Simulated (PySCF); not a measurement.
Species: C₇H₇ (charge +1).
Cartesian coordinates in Å at the GFN2-xTB level; atoms count from 1:
```xyz
14
C7H7 angstrom
C      2.2758   -0.0957    0.1084
C      0.9150   -0.0381    0.0403
C      0.1314   -1.2400   -0.0718
C     -1.2345   -1.1689   -0.1341
C     -1.8723    0.0782   -0.0899
C     -1.1396    1.2679    0.0167
C      0.2275    1.2255    0.0813
H      2.8760    0.7988    0.1948
H      2.8052   -1.0376    0.0795
H      0.6422   -2.1913   -0.1035
H     -1.8258   -2.0683   -0.2183
H     -2.9516    0.1234   -0.1381
H     -1.6594    2.2137    0.0485
H      0.8095    2.1319    0.1639
```

Computed geometry: GFN2-xTB, gas phase.

Masses are those of the commonest isotopes; rigid-rotor values at the optimised geometry. 

**Question.** Give the principal moments of inertia and the rotational constants in cm⁻¹.

**Answer.** Ia = 92.95, Ib = 181.16, Ic = 274.12 u·Å²; 505379 MHz·u·Å²/I gives 5437, 2790 and 1844 MHz, that is A = 0.18136, B = 0.09305, C = 0.06150 cm⁻¹.

**Question.** Classify the top.

**Answer.** An asymmetric top; Ray's κ = -0.474.

**Question.** Is it planar, by Δ = Ic − Ia − Ib?

**Answer.** Planar: Δ = Ic − Ia − Ib = 0.00 u·Å². For a rigid frame Δ = −2 Σ m c², so it vanishes when all atoms lie in the ab plane; here none is more than 0.01 Å from it.

**Question.** Where do the levels up to J = 4 lie, in cm⁻¹?

**Answer.** Above 0(0,0):
J = 1: 1(0,1) 0.1545, 1(1,1) 0.2429, 1(1,0) 0.2744
J = 2: 2(0,2) 0.4566, 2(1,2) 0.5204, 2(1,1) 0.6151, 2(2,1) 0.8800, 2(2,0) 0.8870
J = 3: 3(0,3) 0.8941, 3(1,3) 0.9327, 3(1,2) 1.1210, 3(2,2) 1.3436, 3(2,1) 1.3769, 3(3,1) 1.8681, 3(3,0) 1.8691
J = 4: 4(0,4) 1.4562, 4(1,4) 1.4762, 4(1,3) 1.7849, 4(2,3) 1.9563, 4(2,2) 2.0455, 4(3,2) 2.4978, 4(3,1) 2.5047, 4(4,1) 3.2164, 4(4,0) 3.2165

**Question.** Estimate the classical rotational partition function at 10 K, 200 K and 298.15 K.

**Answer.** Point group C2v, symmetry number σ = 2; q = (√π/σ)·√((kT/h)³/(ABC)), k/h = 20836.6 MHz/K: 504 at 10 K, 45100 at 200 K, 82100 at 298.15 K.

No GFN2-xTB frequencies stand behind this structure, so it isn't proved a minimum. Zero-point vibration and centrifugal distortion are left out.
